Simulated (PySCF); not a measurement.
**4,5-dimethyl-1,2,3-triazine (SMILES c1(C)cnnnc1C)**

Geometry:
```json
{"atom": "C1", "x (Å)": "0.188", "y (Å)": "-1.684", "z (Å)": "0.251"}
{"atom": "C2", "x (Å)": "0.549", "y (Å)": "-0.249", "z (Å)": "0.095"}
{"atom": "C3", "x (Å)": "1.856", "y (Å)": "0.217", "z (Å)": "0.179"}
{"atom": "N4", "x (Å)": "2.157", "y (Å)": "1.500", "z (Å)": "0.036"}
{"atom": "N5", "x (Å)": "1.224", "y (Å)": "2.361", "z (Å)": "-0.187"}
{"atom": "N6", "x (Å)": "-0.016", "y (Å)": "2.022", "z (Å)": "-0.282"}
{"atom": "C7", "x (Å)": "-0.400", "y (Å)": "0.756", "z (Å)": "-0.151"}
{"atom": "C8", "x (Å)": "-1.858", "y (Å)": "0.475", "z (Å)": "-0.277"}
{"atom": "H9", "x (Å)": "1.076", "y (Å)": "-2.285", "z (Å)": "0.434"}
{"atom": "H10", "x (Å)": "-0.307", "y (Å)": "-2.049", "z (Å)": "-0.648"}
{"atom": "H11", "x (Å)": "-0.503", "y (Å)": "-1.812", "z (Å)": "1.084"}
{"atom": "H12", "x (Å)": "2.690", "y (Å)": "-0.448", "z (Å)": "0.365"}
{"atom": "H13", "x (Å)": "-2.387", "y (Å)": "1.405", "z (Å)": "-0.463"}
{"atom": "H14", "x (Å)": "-2.039", "y (Å)": "-0.219", "z (Å)": "-1.097"}
{"atom": "H15", "x (Å)": "-2.234", "y (Å)": "0.020", "z (Å)": "0.638"}
```

Method: GIAO CAM-B3LYP/pcSseg-1 magnetisability, rotational g tensor and spin-rotation constants, non-relativistic, gas phase in PySCF 2.14.0. Geometry: GFN2-xTB.

(1) What are the magnetisability and the molar susceptibility?

(2) Split it along the inertial axes a, b, c into diamagnetic and paramagnetic parts about the centre of mass, with the quadrupole moment.

(3) And the rotational g tensor?

## Answers

(1) Isotropic -1033 × 10⁻³⁰ J/T², or -62.2 × 10⁻⁶ cm³/mol; principal values -1752, -755, -593 × 10⁻³⁰ J/T², anisotropy 1088 × 10⁻³⁰ J/T² (root of half the summed squared differences of the principal values). The susceptibility is in cgs units.

(2) 
```csv
axis,χ (10⁻⁶ cm³/mol),diamagnetic (10⁻⁶ cm³/mol),paramagnetic (10⁻⁶ cm³/mol),summed x² of all electrons (Å²),quadrupole Θ (D Å)
a,-44.6,-466.5,421.9,132.0,-6.50
b,-36.5,-614.7,578.2,97.0,+3.56
c,-105.5,-971.5,866.0,12.9,+2.94
```
Anisotropies 2χaa − χbb − χcc = +52.8 and 2χbb − χaa − χcc = +77.1 × 10⁻⁶ cm³/mol. Θ is traceless in Buckingham's convention.

(3) 
| axis | rotational constant (GHz) | g | nuclear part | electronic part |
| --- | --- | --- | --- | --- |
| a | 3.3190 | -0.0599 | 0.5979 | -0.6578 |
| b | 2.3301 | -0.0574 | 0.5755 | -0.6329 |
| c | 1.3926 | +0.0111 | 0.5776 | -0.5665 |

Asymmetric top; isotopes 12C, 1H, 14N; no vibrational averaging.
